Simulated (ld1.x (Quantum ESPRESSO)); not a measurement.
## Configuration tests for palladium (Pd) (TM semilocal)

```
Element                 : Pd (Z = 46)
Generator               : ld1.x (Quantum ESPRESSO) 7.5
Type                    : norm-conserving Troullier–Martins (semilocal form)
Functional              : PBEsol
Relativity              : scalar-relativistic
Frozen core             : [Kr]
Valence charge          : 10
Reference configuration : 4d9 5s1 5p0
Partial waves           : 5s (bound): rc 1.85 bohr; 5p (bound, empty): rc 3.60 bohr; 4d (bound): rc 1.10 bohr
Local potential         : the d channel
Core correction         : a·sin(br)/r model core inside 0.75 bohr
```

Energies are relative to the spin-unpolarised reference configuration 4d9 5s1 5p0; without spin polarisation the order of configurations can differ from experiment.

| valence configuration | charge | ΔE all-electron (eV) | error AE − PS (meV) |
| --- | --- | --- | --- |
| 4d10 5s0 5p0 | 0 | -1.511 | -36 |
| 4d9 5s0 5p0 | +1 | 7.609 | -9.4 |
| 4d8 5s0 5p0 | +2 | 28.427 | -46 |
| 4d9 5s0 5p1 | 0 | 3.801 | 0.0 |
| 4d7 5s0 5p0 | +3 | 62.775 | -297 |
| 4d6 5s0 5p0 | +4 | 112.099 | -946 |

Q: What are ΔE and the potential's error for 4d9.5 5s0 5p0?

A: ΔE = 1.725 eV all-electron; the error (AE − PS) is -22 meV.
